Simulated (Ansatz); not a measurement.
Relaxation of FH₆PSi₂ (10 atoms, charge 0, multiplicity 1), to a largest force component of 0.015 eV/Å in at most 40 steps.

Computed with RKS r2SCAN-D4/6-31G (Ansatz 0.2.0).

```xyz
10
Properties=species:S:1:pos:R:3
F -1.618 0.065 1.719
Si -1.011 1.092 0.630
P 1.104 0.636 0.429
Si 1.840 2.499 1.276
H -1.686 0.932 -0.695
H -1.156 2.512 1.090
H 1.296 -0.191 1.554
H 1.147 2.703 2.600
H 1.457 3.647 0.328
H 3.240 2.472 1.480
```

Task: Where does it end, and by what steps?

Result: The forces met the threshold. Limits of this set-up: no polarisation functions. After 23 steps the energy has fallen by 0.759 eV; H6 moved furthest, 1.61 Å.

```json
{"step": "0", "energy less start (eV)": "0.0000", "largest force component (eV/Å)": "2.145", "accepted": "yes"}
{"step": "1", "energy less start (eV)": "-0.5330", "largest force component (eV/Å)": "1.317", "accepted": "yes"}
{"step": "2", "energy less start (eV)": "-0.6158", "largest force component (eV/Å)": "0.211", "accepted": "yes"}
{"step": "3", "energy less start (eV)": "-0.6226", "largest force component (eV/Å)": "0.106", "accepted": "yes"}
{"step": "4", "energy less start (eV)": "-0.6271", "largest force component (eV/Å)": "0.036", "accepted": "yes"}
{"step": "5", "energy less start (eV)": "-0.6318", "largest force component (eV/Å)": "0.025", "accepted": "yes"}
{"step": "6", "energy less start (eV)": "-0.6389", "largest force component (eV/Å)": "0.189", "accepted": "yes"}
{"step": "7", "energy less start (eV)": "-0.6440", "largest force component (eV/Å)": "0.219", "accepted": "yes"}
{"step": "8", "energy less start (eV)": "-0.6561", "largest force component (eV/Å)": "0.370", "accepted": "yes"}
{"step": "9", "energy less start (eV)": "-0.6671", "largest force component (eV/Å)": "0.409", "accepted": "yes"}
{"step": "10", "energy less start (eV)": "-0.6651", "largest force component (eV/Å)": "0.584", "accepted": "no"}
{"step": "11", "energy less start (eV)": "-0.6914", "largest force component (eV/Å)": "0.190", "accepted": "yes"}
{"step": "12", "energy less start (eV)": "-0.7054", "largest force component (eV/Å)": "0.098", "accepted": "yes"}
{"step": "13", "energy less start (eV)": "-0.7194", "largest force component (eV/Å)": "0.053", "accepted": "yes"}
{"step": "14", "energy less start (eV)": "-0.7259", "largest force component (eV/Å)": "0.313", "accepted": "yes"}
{"step": "15", "energy less start (eV)": "-0.7287", "largest force component (eV/Å)": "0.236", "accepted": "yes"}
{"step": "16", "energy less start (eV)": "-0.7372", "largest force component (eV/Å)": "0.094", "accepted": "yes"}
{"step": "17", "energy less start (eV)": "-0.7426", "largest force component (eV/Å)": "0.122", "accepted": "yes"}
{"step": "18", "energy less start (eV)": "-0.7441", "largest force component (eV/Å)": "0.314", "accepted": "yes"}
{"step": "19", "energy less start (eV)": "-0.7505", "largest force component (eV/Å)": "0.150", "accepted": "yes"}
{"step": "20", "energy less start (eV)": "-0.7569", "largest force component (eV/Å)": "0.078", "accepted": "yes"}
{"step": "21", "energy less start (eV)": "-0.7581", "largest force component (eV/Å)": "0.072", "accepted": "yes"}
{"step": "22", "energy less start (eV)": "-0.7588", "largest force component (eV/Å)": "0.046", "accepted": "yes"}
{"step": "23", "energy less start (eV)": "-0.7592", "largest force component (eV/Å)": "0.006", "accepted": "yes"}
```

```xyz
10
Properties=species:S:1:pos:R:3
F -1.419 1.595 2.056
Si -1.120 1.160 0.423
P 1.136 0.941 0.016
Si 1.908 2.450 1.623
H -1.819 -0.140 0.153
H -1.647 2.274 -0.429
H 1.349 -0.275 0.775
H 1.630 1.996 3.024
H 1.211 3.750 1.351
H 3.385 2.615 1.421
```

Whether the end is a true minimum wasn't checked by a vibrational analysis.

Run time: 69 s on 1 thread of Intel(R) Xeon(R) 6975P-C (Granite Rapids) (shared host), peak memory 0.17 GiB.
